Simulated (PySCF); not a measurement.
# Assignment exercise: CH₉NSi₂

Molfile (atoms numbered from 1):
```
CH9NSi2
     RDKit          3D

 13 12  0  0  0  0  0  0  0  0999 V2000
   -1.7834    0.7559   -0.5157 N   0  0  0  0  0  0  0  0  0  0  0  0
   -1.1348   -0.7998   -0.1588 Si  0  0  0  0  0  4  0  0  0  0  0  0
    0.7169   -0.7201   -0.5636 C   0  0  0  0  0  0  0  0  0  0  0  0
    1.6852    0.6881    0.2564 Si  0  0  0  0  0  4  0  0  0  0  0  0
   -1.4746    1.2356   -1.3454 H   0  0  0  0  0  0  0  0  0  0  0  0
   -2.7664    0.9184   -0.3739 H   0  0  0  0  0  0  0  0  0  0  0  0
   -1.7348   -1.9124   -0.9223 H   0  0  0  0  0  0  0  0  0  0  0  0
   -1.3909   -1.0122    1.2668 H   0  0  0  0  0  0  0  0  0  0  0  0
    0.8426   -0.6521   -1.6449 H   0  0  0  0  0  0  0  0  0  0  0  0
    1.1652   -1.6700   -0.2727 H   0  0  0  0  0  0  0  0  0  0  0  0
    1.5981    0.5820    1.7143 H   0  0  0  0  0  0  0  0  0  0  0  0
    3.0974    0.5972   -0.1409 H   0  0  0  0  0  0  0  0  0  0  0  0
    1.1750    1.9900   -0.1782 H   0  0  0  0  0  0  0  0  0  0  0  0
  1  2  1  0
  2  3  1  0
  3  4  1  0
  1  5  1  0
  1  6  1  0
  2  7  1  0
  2  8  1  0
  3  9  1  0
  3 10  1  0
  4 11  1  0
  4 12  1  0
  4 13  1  0
M  END
```

Theoretical values (PySCF): coordinates at the GFN2-xTB level, PBE0/pcSseg-1 with gauge-including orbitals. Isolated molecule, rapidly exchanging positions averaged, non-relativistic Hamiltonian, a single conformation.

Shifts are taken against calculated references (same method and geometry level): ¹H against TMS.

Task: Assign these signals to the numbered atoms. ¹H NMR (300 MHz, computed): δ 5.04 (t, 2H), 4.06 (t, 3H), -0.13 (br s, 2H), -0.14 (m, 2H).

Result: 
5.04 → H7/H8, hydrogen on a silicon bonded to C, N
4.06 → H11/H12/H13, hydrogen on a silicon bonded to C
-0.13 → H5/H6, hydrogen on a nitrogen bonded to Si: exchangeable; this is the value without hydrogen bonding to other molecules
-0.14 → H9/H10, hydrogen on an sp3 CH2 bonded to 2 Si: an electropositive neighbour shields it, as in TMS itself

H5/H6 and H9/H10 lie closer than the usual error of such a calculation, so a measured spectrum could show them in the other order.

OH and NH positions are those of a molecule without intermolecular hydrogen bonds; in solution they move with solvent, concentration and temperature, and exchange usually removes their couplings. Multiplicities follow the n + 1 count of equivalent neighbours, as no J values were calculated; m marks all less simple cases, F and P coupling included.
